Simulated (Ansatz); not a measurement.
The cluster PSe2. The state is a doublet with charge 0. Geometry PBE-D4/def2-TZVP; atoms count from 1.

```xyz
3

P     0.212    0.692   -1.039
Se    1.061   -0.640    0.562
Se   -1.273   -0.052    0.477
```

The structure comes from a short search, and lower isomers may exist.

(1) Estimate the Mulliken populations from the PBE0/def2-TZVP orbitals of Ansatz.

(2) Where does the spin sit?

(3) And the Mayer bond orders between bonded heavy atoms (over 0.3)?

## Answers

(1) 
| atom | charge (e) | spin (α − β) |
| --- | --- | --- |
| P1 | 0.10 | 0.87 |
| Se2 | -0.05 | 0.07 |
| Se3 | -0.05 | 0.07 |
Mulliken values and Mayer orders depend strongly on the basis.

(2) Summed by element: P 0.87, Se 0.13, of 1 unpaired in all. Largest on single atoms: P1 0.87, Se2 0.07, Se3 0.07.

(3) P1–Se2 1.19 (2.25 Å); P1–Se3 1.19 (2.25 Å); Se2–Se3 1.07 (2.41 Å).
